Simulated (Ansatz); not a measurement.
Cost and result up the ladder for the cluster Si4Ni3 (7 atoms). Charge 0, multiplicity 1. Geometry: r2SCAN-D4/def2-SVP.

```xyz
7

Ni   -1.5721   -0.5567    1.4131
Ni    0.1677   -1.0623   -2.3083
Ni    0.8190    2.4017   -0.2195
Si    0.5370    0.8343   -1.5505
Si    0.0262    0.8680    0.9476
Si    0.3848   -1.2876    2.0152
Si   -0.3627   -1.1974   -0.2977
```

Ansatz on 4 threads of Intel Xeon 6975P-C on a shared host. Times are rough, and most runs start from the orbitals of an earlier one. No level here is sound enough to serve as a yardstick. Binding counts from free atoms at the same level (Ni triplet, Si triplet; other spins of the atoms weren't run), without zero-point energy or a counterpoise term.

No other spin state of charge 0 was run. Another isomer (triplet) lies 0.92 eV lower at PBE0-D4/def2-TZVP; other spin states weren't run for this one.

Run but left out: HF/def2-TZVP (restricted singlet, unstable in another Hartree–Fock run and untested here); CCSD(T)/def2-SVP (restricted singlet, unstable towards broken spin symmetry).

```json
{"level": "PBE-D4/def2-TZVP (with forces)", "functions": "283", "wall time": "5.5 s", "binding energy per atom (eV)": "3.40", "remarks": "restricted SCF unstable in HF"}
{"level": "r2SCAN-D4/def2-TZVP", "functions": "283", "wall time": "10 s", "binding energy per atom (eV)": "3.18", "remarks": "restricted SCF unstable in HF"}
{"level": "PBE0-D4/def2-TZVP", "functions": "283", "wall time": "16 s", "binding energy per atom (eV)": "2.72", "remarks": "restricted SCF unstable in HF"}
{"level": "r2SCAN0-D4/def2-TZVP", "functions": "283", "wall time": "17 s", "binding energy per atom (eV)": "2.57", "remarks": "restricted SCF unstable in HF"}
```
